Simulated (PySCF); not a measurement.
H4P, SMILES [PH4+], charge +1. The structure is a stationary point at TPSSh-D3(BJ)/def2-TZVPD. The isomer is the one that the SMILES or the coordinates give; other isomers of the formula were not compared.

TDA-B3LYP/def2-TZVPD (PySCF) puts the lowest singlet excitations at 11.02, 11.02, 11.02, 11.32, 11.32, 11.90 eV and the lowest triplet (TDA) at 9.81 eV.

Question: What are the lowest singlet roots from EOM-CCSD/aug-cc-pVDZ run with PySCF 2.14.0? (An estimate is asked for; the answer gives what the named calculation found.)

Answer: 11.67, 11.67, 11.67, 12.00, 12.00, 12.54 eV; triplets 10.33, 10.39, 10.39 eV. S1 differs by 0.65 eV (second minus first; roots are paired by order, and the bases may differ).
